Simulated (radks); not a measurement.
Question: The caesium ion Cs4+ is in [Kr] 4d10 5s2 5p(1/2: 2, 3/2: 1). All-electron calculation, Dirac Kohn-Sham, relativistic LDA (MacDonald-Vosko exchange, VWN5 correlation), spin-unpolarised, spherical densities, finite nucleus; Fermi nuclear charge, rms radius of each element as measured or else 0.836 A^(1/3) + 0.57 fm. Program: a radial shooting solver on a logarithmic mesh with Libxc functionals. Sub-shells are occupied by j as written (lower j first in brackets). One electron is removed from 5s1/2, 5p1/2, 4d5/2, 5p3/2 in turn, with full relaxation. Which removal costs least, and what does each cost?

Answer: 5p3/2 56.168 eV; 5p1/2 58.553 eV; 5s1/2 72.595 eV; 4d5/2 127.21 eV. The 5p3/2 electron leaves first.
